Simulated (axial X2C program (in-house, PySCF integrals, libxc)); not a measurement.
How long does NaRb⁺ take?

A bond scan computed with an in-house all-electron X2C program for linear molecules (integrals from PySCF). Basis: Rb dyall-cv3z [12s13p8d4f1g], Na dyall-cv3z [9s8p5d2f] (cores contracted in-house).

The run was started with this input:
```json
{"zs": [37, 11], "q": 1, "bas": ["dyall-cv3z", "dyall-cv3z"], "levels": ["PBE0", "HF", "BP86"], "cc": true, "r0": 3.65, "thr": -1.0, "nmax": 90, "npts": 10, "nst": 2, "ntry": 6}
```
```bash
python so2c.py task.json out
```

Keys: zs atomic numbers; q charge; bas basis sets; levels methods; cc coupled cluster on or off; r0 starting distance in Å; thr threshold in hartree for freezing inner shells (an s shell follows its p shell); nmax most natural virtual spinors; npts points on the curve; nst determinants followed; ntry starts of the search. HF also brings MP2.

Hardware: 1 thread of Arm Neoverse V1, on a shared host.

Wall time of one point of each curve, integrals apart:

```csv
Hamiltonian,level,points,seconds a point
spin-free,PBE0,10,0.46
spin-free,HF,10,0.32
spin-free,"CCSD(T) (9 electrons, 77 virtuals)",7,2.1
spin-free,BP86,10,0.31
2c,PBE0,10,0.62
2c,HF,10,0.54
2c,"CCSD(T) (9 electrons, 77 virtuals)",7,2.5
2c,BP86,10,0.35
```

The rest:

Search with its distance optimisation 19 s, atoms 9.5 s, whole task 96 s. Coupled cluster runs on the points near the minimum only. The program drops outer points, and coupled cluster, when its time limit (not in the input) nears; MP2, further determinants and curves that did not converge are not in the table.
